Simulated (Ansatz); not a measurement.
Start from `[OH][Ti]12345678([OH])([C@H]9[C@@H]1[C@@H]2[C@@H]3[C@H]94)[C@H]1[C@@H]5[C@@H]6[C@@H]7[C@H]18` and change one atom or group to get `[OH][Ti]12345678([F])([C@H]9[C@@H]1[C@@H]2[C@@H]3[C@H]94)[C@H]1[C@@H]5[C@@H]6[C@@H]7[C@H]18`.

Ansatz, PBE0-D4/def2-TZVP geometries, multiplicity 1. Each molecule was computed in one conformer, which needn't be the lowest.

Scalar relativity is left out up to krypton.

```json
{"property": "size of the dipole moment (B3LYP/def2-TZVPP) / D", "`[OH][Ti]12345678([OH])([C@H]9[C@@H]1[C@@H]2[C@@H]3[C@H]94)[C@H]1[C@@H]5[C@@H]6[C@@H]7[C@H]18`": "1.14"}
{"property": "HOMO energy (ωB97M-V/def2-TZVPP) / eV", "`[OH][Ti]12345678([OH])([C@H]9[C@@H]1[C@@H]2[C@@H]3[C@H]94)[C@H]1[C@@H]5[C@@H]6[C@@H]7[C@H]18`": "-8.43"}
{"property": "HOMO–LUMO gap (PBE/def2-TZVPP) / eV", "`[OH][Ti]12345678([OH])([C@H]9[C@@H]1[C@@H]2[C@@H]3[C@H]94)[C@H]1[C@@H]5[C@@H]6[C@@H]7[C@H]18`": "3.30"}
{"property": "HOMO energy (PBE/def2-TZVPP) / eV", "`[OH][Ti]12345678([OH])([C@H]9[C@@H]1[C@@H]2[C@@H]3[C@H]94)[C@H]1[C@@H]5[C@@H]6[C@@H]7[C@H]18`": "-5.35"}
{"property": "LUMO energy (B3LYP/def2-TZVPP) / eV", "`[OH][Ti]12345678([OH])([C@H]9[C@@H]1[C@@H]2[C@@H]3[C@H]94)[C@H]1[C@@H]5[C@@H]6[C@@H]7[C@H]18`": "-1.30"}
{"property": "size of the dipole moment (PBE/def2-TZVPP) / D", "`[OH][Ti]12345678([OH])([C@H]9[C@@H]1[C@@H]2[C@@H]3[C@H]94)[C@H]1[C@@H]5[C@@H]6[C@@H]7[C@H]18`": "0.92"}
```

Question: Give the same properties after the change, and the shifts. (Best estimate.)

Answer: The calculation gave: 
| property | `[OH][Ti]12345678([F])([C@H]9[C@@H]1[C@@H]2[C@@H]3[C@H]94)[C@H]1[C@@H]5[C@@H]6[C@@H]7[C@H]18` | shift |
| --- | --- | --- |
| size of the dipole moment (B3LYP/def2-TZVPP) / D | 2.54 | 1.40 |
| HOMO energy (ωB97M-V/def2-TZVPP) / eV | -8.62 | -0.19 |
| HOMO–LUMO gap (PBE/def2-TZVPP) / eV | 3.25 | -0.05 |
| HOMO energy (PBE/def2-TZVPP) / eV | -5.56 | -0.21 |
| LUMO energy (B3LYP/def2-TZVPP) / eV | -1.56 | -0.26 |
| size of the dipole moment (PBE/def2-TZVPP) / D | 2.30 | 1.38 |

With PBE0 the HOMO falls by 0.19 eV and the LUMO falls by 0.26 eV, so the gap narrows by about 0.07 eV. PBE moves the HOMO by -0.21 eV and ωB97M-V by -0.19 eV. Dipoles are sizes alone; their direction can turn.

B3LYP here is the variant with VWN-RPA as its local correlation; programs differ in this.

Positive LUMOs are unbound, so they and the gaps depend on the basis.
